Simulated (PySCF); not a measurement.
How methods differ on the excitation energy of Cd²⁺

Cd²⁺ [Kr] 4d10 (1S) → Cd²⁺ [Kr] 4d9 5p1 (high-spin determinant), as a difference of total energies. Computed with PySCF 2.14 in aug-cc-pwCVDZ-PP with ECP28MDF (6s6p5d3f, 70 functions), with a scalar-relativistic core potential. Correlated levels: valence: 4s2 4p6 frozen. The calculations carry no spin-orbit coupling.

```
           method  excitation energy (eV)
              UHF                  16.292
    MP2 (valence)                  17.489
SCS-MP2 (valence)                  17.450
   CCSD (valence)                  17.215
CCSD(T) (valence)                  17.240
```

Question: How much does correlation contribute at CCSD(T) (valence)?

Answer: 17.240 − (16.292) = 0.948 eV, measured against UHF.

The determinant of the upper state mixes LS terms, which raises its energy above the lowest term, most at the Hartree-Fock and MP2 levels.
